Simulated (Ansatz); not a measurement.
`O[SiH2]OBF` + NH₃ → `NBF` + `O[SiH2]O`  (ligand exchange at a B–O bond)

Isolated molecules relaxed with PBE0-D4/def2-TZVP in Ansatz; ΔE leaves out vibrations. CCSD(T)/CBS adds triple-zeta CCSD(T) − MP2 to the extrapolated MP2 energy (def2 sets, frozen cores). This one scheme is used for every species. DFT in def2-TZVPP. Each species was taken in one conformer, which may not be the lowest.

```csv
level,ΔE (eV)
BLYP,0.08
MP2/def2-TZVPP,0.13
```

What does CCSD(T)/CBS give? (Best estimate.)

Computed: +0.14 eV. The listed levels differ from it by -0.06, -0.01 eV.

Largest T1 diagnostic among the species: 0.013.

In def2-TZVPP, CCSD(T) changes the Hartree–Fock value by −0.06 eV (the triples alone add −0.00 eV) and MP2 by −0.07 eV. Leaving LDA and LC-ωPBE aside and taking each functional with its dispersion term where it has one, the values, not all of them listed here, spread over 0.10 eV, from PBE-D4 to BHLYP-D4.
